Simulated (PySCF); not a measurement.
**Spinor energies of K⁺ (potassium, charge +1)**

Start: [Ar]. Calculated with PySCF 2.14 in x2c-TZVPall-2c with one added diffuse shell each of s, p, d type (7s7p4d, 48 functions): generalised Hartree-Fock with the X2C-1e Hamiltonian and a Gaussian nucleus; one run each with spin-orbit coupling (SO) switched off, then screened by Boettger's factors.

| spinor shell | electrons | ε, spin-free (eV) | ε, screened SO (eV) | weight of nominal j (screened SO) | rms radius, screened SO (bohr) |
| --- | --- | --- | --- | --- | --- |
| 1s1/2 | 2 | -3655.9 | -3655.8 | 1.000 | 0.0937 |
| 2s1/2 | 2 | -403.22 | -403.21 | 1.000 | 0.418 |
| 2p1/2 | 2 | -319.50 | -321.52 | 1.000 | 0.386 |
| 3s1/2 | 2 | -53.796 | -53.796 | 1.000 | 1.37 |
| 3p1/2 | 2 | -31.845 | -32.048 | 1.000 | 1.55 |
| 3p3/2 | 4 | -31.845 | -31.745 | 1.000 | 1.56 |

Where does 2p3/2 lie, and what is the 2p spin-orbit splitting (screened SO)?

At -318.50 eV, 3.015 eV above 2p1/2.

| quantity | spin-free | screened SO |
| --- | --- | --- |
| E (hartree) | -601.30088 | -601.30321 |
| M_J | 0 | 0 |
| ⟨J²⟩ | 0.000 | 0.000 |
| ⟨L²⟩ | 0.000 | 0.000 |
| ⟨S²⟩ | 0.000 | 0.000 |

Without spin-orbit coupling the j labels of p, d and f shells carry no meaning; the spin-free column gives the mean over the occupied spinors of each nl shell.
